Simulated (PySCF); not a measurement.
F$_{2}$Mg (SMILES [F][Mg][F]), singlet, at a GFN2-xTB geometry (such geometries of metal compounds can be far from the true shape), atoms displaced at random by about 0.03 Å a coordinate. Base run: PBE/def2-SVP, gradient (PySCF).

Here is a job for PySCF.
```python
from pyscf import gto, scf, dft

mol = gto.Mole()
mol.atom = '''
    Mg    0.40154275   -0.02927469   -0.01740154
    F    -0.43261393    1.17535082   -0.97165032
    F    -0.12030683   -1.15760948    1.10143654
'''
mol.basis = 'def2-svp'
mol.verbose = 4
mol.build()

mf = dft.RKS(mol)
mf.xc = 'pbe'
mf.kernel()
g = mf.nuc_grad_method()
grad = g.kernel()
```

The coordinate followed is y of atom 3.

Variants of this job, named by their change:

```tsv
change	dE/dx (Eh/bohr)	net force (Eh/bohr)
base	0.037878	0.000625
grids.level = 0; grid_response = on	?	0.000000
grids.level = 5; grid_response = on	0.037624	0.000000
density fitting = on	0.037877	0.000625
finite difference step (bohr) = 0.2; conv_tol = 1e-11	0.038555	-
grids.level = 0; grid_response = off	?	0.014795
density fitting = on; auxbasis_response = off	0.037706	0.001138
grids.level = 1; grid_response = off	0.037607	0.000182
grids.level = 5; grid_response = off	0.037554	0.000080
grid_response = on	0.037616	0.000000
conv_tol = 1e-4	0.037855	0.000625
finite difference step (bohr) = 1e-3; conv_tol = 1e-11	0.037616	-
```

Task: Some entries are withheld; supply them.

Result: 
- grids.level = 0; grid_response = on, dE/dx (Eh/bohr): 0.053128
- grids.level = 0; grid_response = off, dE/dx (Eh/bohr): 0.041552

The net force is zero for an exact gradient.
